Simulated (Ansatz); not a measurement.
Born–Oppenheimer molecular dynamics of BH₆O₂Si (10 atoms, charge 0, multiplicity 2). It starts at the highest image of a converged band. Of that band: A vibrational analysis at the climbing image gives 2 clearly imaginary modes (65i, 44i cm⁻¹): a point of higher order. A lower path may pass nearby, or the ends, which weren't checked, may share the extra mode.

Method: UKS PBE0/def2-SVP (Ansatz 0.2.0).

```json
{
  "ensemble": "NVE (velocity Verlet)",
  "time step": "0.5 fs",
  "steps asked": "200",
  "starting velocities drawn for": "300 K",
  "seed": "5829"
}
```

Frames 5 fs apart, positions in Å.

Velocities at 30 fs (Å/ps):

```
B 3.11 5.02 0.09
H 5.49 7.54 17.22
O 4.26 -2.13 0.38
H -7.37 -1.80 32.18
O -6.71 -0.18 -2.52
H -0.53 -6.16 7.25
Si -0.27 -0.31 -1.16
H -8.88 7.81 14.14
H 19.54 -8.90 -6.36
H 4.96 -7.04 0.83
```

```xyz
10
Properties=species:S:1:pos:R:3 time_fs=30 energy_less_start_eV=0.097 T=206
B -0.192 -0.679 -1.020
H -0.571 -0.498 2.270
O 1.028 -0.315 -0.554
H 1.633 -0.990 -0.877
O -1.186 0.180 -0.891
H -2.036 -0.162 -1.165
Si 0.105 0.044 3.468
H -0.539 -0.609 4.646
H 1.507 -0.487 3.475
H 0.059 1.531 3.479
10
Properties=species:S:1:pos:R:3 time_fs=35 energy_less_start_eV=0.057 T=246
B -0.171 -0.655 -1.018
H -0.587 -0.475 2.284
O 1.046 -0.325 -0.553
H 1.689 -1.049 -0.716
O -1.223 0.183 -0.902
H -2.075 -0.206 -1.148
Si 0.107 0.040 3.465
H -0.578 -0.529 4.702
H 1.554 -0.488 3.440
H 0.084 1.518 3.494
10
Properties=species:S:1:pos:R:3 time_fs=40 energy_less_start_eV=0.142 T=164
B -0.159 -0.632 -1.016
H -0.654 -0.467 2.223
O 1.069 -0.338 -0.553
H 1.702 -1.029 -0.544
O -1.260 0.186 -0.911
H -2.072 -0.250 -1.150
Si 0.113 0.030 3.466
H -0.577 -0.398 4.698
H 1.488 -0.425 3.412
H 0.113 1.539 3.510
10
Properties=species:S:1:pos:R:3 time_fs=45 energy_less_start_eV=0.191 T=116
B -0.165 -0.613 -1.014
H -0.655 -0.413 2.285
O 1.085 -0.340 -0.550
H 1.723 -1.077 -0.419
O -1.277 0.185 -0.918
H -2.063 -0.315 -1.189
Si 0.113 0.024 3.462
H -0.583 -0.325 4.734
H 1.541 -0.428 3.394
H 0.145 1.516 3.495
10
Properties=species:S:1:pos:R:3 time_fs=50 energy_less_start_eV=0.185 T=122
B -0.174 -0.604 -1.007
H -0.688 -0.405 2.309
O 1.091 -0.334 -0.546
H 1.629 -1.098 -0.382
O -1.278 0.179 -0.924
H -2.015 -0.347 -1.247
Si 0.113 0.025 3.460
H -0.567 -0.332 4.770
H 1.563 -0.478 3.396
H 0.183 1.507 3.444
10
Properties=species:S:1:pos:R:3 time_fs=55 energy_less_start_eV=0.145 T=161
B -0.170 -0.606 -0.992
H -0.753 -0.456 2.282
O 1.078 -0.318 -0.542
H 1.537 -1.159 -0.407
O -1.268 0.172 -0.928
H -1.989 -0.334 -1.317
Si 0.118 0.027 3.462
H -0.503 -0.375 4.737
H 1.454 -0.536 3.406
H 0.224 1.530 3.378
10
Properties=species:S:1:pos:R:3 time_fs=60 energy_less_start_eV=0.132 T=172
B -0.162 -0.620 -0.975
H -0.730 -0.478 2.371
O 1.057 -0.301 -0.535
H 1.485 -1.180 -0.471
O -1.252 0.164 -0.934
H -1.992 -0.271 -1.385
Si 0.117 0.033 3.459
H -0.472 -0.426 4.753
H 1.456 -0.658 3.392
H 0.258 1.506 3.328
10
Properties=species:S:1:pos:R:3 time_fs=65 energy_less_start_eV=0.125 T=180
B -0.171 -0.644 -0.965
H -0.753 -0.515 2.404
O 1.040 -0.288 -0.524
H 1.531 -1.097 -0.529
O -1.236 0.160 -0.941
H -1.985 -0.177 -1.422
Si 0.118 0.035 3.456
H -0.464 -0.416 4.783
H 1.447 -0.731 3.357
H 0.293 1.496 3.309
10
Properties=species:S:1:pos:R:3 time_fs=70 energy_less_start_eV=0.098 T=207
B -0.189 -0.678 -0.963
H -0.827 -0.538 2.378
O 1.025 -0.277 -0.509
H 1.702 -0.999 -0.569
O -1.223 0.164 -0.948
H -2.001 -0.110 -1.455
Si 0.124 0.029 3.456
H -0.444 -0.315 4.773
H 1.368 -0.700 3.314
H 0.330 1.515 3.312
10
Properties=species:S:1:pos:R:3 time_fs=75 energy_less_start_eV=0.087 T=217
B -0.195 -0.715 -0.963
H -0.830 -0.468 2.448
O 1.013 -0.273 -0.494
H 1.782 -0.806 -0.595
O -1.215 0.175 -0.957
H -1.993 -0.077 -1.451
Si 0.123 0.021 3.450
H -0.447 -0.191 4.821
H 1.429 -0.707 3.262
H 0.356 1.482 3.318
10
Properties=species:S:1:pos:R:3 time_fs=80 energy_less_start_eV=0.169 T=137
B -0.186 -0.737 -0.961
H -0.892 -0.407 2.464
O 0.990 -0.268 -0.480
H 1.839 -0.708 -0.630
O -1.205 0.184 -0.965
H -1.997 -0.096 -1.431
Si 0.124 0.014 3.447
H -0.427 -0.101 4.856
H 1.462 -0.704 3.242
H 0.385 1.469 3.293
10
Properties=species:S:1:pos:R:3 time_fs=85 energy_less_start_eV=0.188 T=119
B -0.178 -0.732 -0.960
H -0.978 -0.388 2.449
O 0.967 -0.263 -0.466
H 1.809 -0.688 -0.668
O -1.190 0.182 -0.975
H -2.001 -0.155 -1.381
Si 0.129 0.009 3.446
H -0.362 -0.076 4.830
H 1.379 -0.691 3.260
H 0.421 1.479 3.232
```

Of the whole run (100 fs, mean temperature of the second half 174 K): The conserved energy stayed within 0.15 meV per atom of its start (net change 0.12 meV per atom), so the integration is sound. A run of 0.1 ps of so small a system gives no equilibrium averages.

Run time: 3.7 min on 4 threads of Arm Neoverse V2, with other jobs on the host, peak memory 0.23 GiB.
